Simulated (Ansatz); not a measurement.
C$_{2}$H$_{5}$F$_{2}$In, SMILES `C[CH](F)[InH][F]`. Total charge 0; spin multiplicity 1. In: def2 effective core potential.

Cartesian coordinates in Å:
```
C -1.202 0.378 0.405
C -0.240 0.119 -0.726
F -0.824 -0.735 -1.661
In 1.651 -0.702 -0.036
F 2.170 0.464 1.471
H -2.117 0.847 0.030
H -0.739 1.049 1.134
H -1.482 -0.543 0.920
H -0.017 1.054 -1.250
H 2.802 -1.931 -0.287
```

Q: List the harmonic frequencies (cm⁻¹, unscaled) at PBE0-D4/def2-TZVP in Ansatz. (Best estimate.)

A: Computed: 26, 81, 199, 222, 253, 354, 446, 467, 527, 563, 899, 983, 1086, 1128, 1239, 1345, 1400, 1469, 1495, 1868, 3041, 3051, 3115, 3134.

Q: Is this a minimum?

A: Yes, all 24 modes are real.

Q: Give the ideal-gas thermochemistry at 298.15 K and 1 bar (rigid rotor, harmonic oscillator; point group C1, symmetry number 1).

A: Zero-point energy 169.8 kJ/mol; H(298) − E = 192.0 kJ/mol; entropy 373.7 J/(mol·K), of which translation 173.7, rotation 116.2, vibration 83.7; G(298) − E = 80.6 kJ/mol. Modes under 100 cm⁻¹ are hindered rotations or soft bends, so the harmonic entropy is rough.

Q: And at 400, 500, 600, 800 and 1000 K?

A: 
```json
{"T (K)": "400", "H − E (kJ/mol)": "204.0", "S (J/mol/K)": "408.1", "G − E (kJ/mol)": "40.7"}
{"T (K)": "500", "H − E (kJ/mol)": "217.3", "S (J/mol/K)": "437.8", "G − E (kJ/mol)": "-1.6"}
{"T (K)": "600", "H − E (kJ/mol)": "232.0", "S (J/mol/K)": "464.6", "G − E (kJ/mol)": "-46.7"}
{"T (K)": "800", "H − E (kJ/mol)": "264.6", "S (J/mol/K)": "511.3", "G − E (kJ/mol)": "-144.5"}
{"T (K)": "1000", "H − E (kJ/mol)": "300.4", "S (J/mol/K)": "551.2", "G − E (kJ/mol)": "-250.8"}
```

Q: Rotational constants (cm⁻¹)?

A: 0.1558, 0.05862, 0.04452.
